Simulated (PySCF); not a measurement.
Osmium: a sound run and one with changed settings

Sound run: Os [Xe] 4f14 5d6 6s2, Os⁺ [Xe] 4f14 5d6 6s1. Calculation: PySCF 2.14, in def2-SVP with the def2 core potential (60 electrons); scalar relativity through the core potential. In the sound run the correlated levels freeze 5s2 5p6 outside the core potential. The sound run starts from symmetry-adapted Hartree-Fock orbitals and uses a fine grid where one is needed.

Changed run: initial guess minao, at most 8 SCF cycles. This setting is unsound on purpose.

| species | method | sound run (hartree) | changed run (hartree) | converged |
| --- | --- | --- | --- | --- |
| Os | UHF | -89.83174 | -89.80729 | no |
| Os | PBE0 | -90.54210 | -90.52790 | no |
| Os | PBE | -90.58614 | -90.58614 | no |
| Os⁺ | UHF | -89.59232 | -89.59232 | yes |
| Os⁺ | PBE0 | -90.24619 | -90.24619 | yes |
| Os⁺ | PBE | -90.28059 | -90.28059 | yes |
| Os⁺ | MP2 | -89.67594 | -89.67594 | yes |

The SCF was stopped early; the energies are upper bounds that still move, and correlated levels were skipped or rest on poor orbitals.
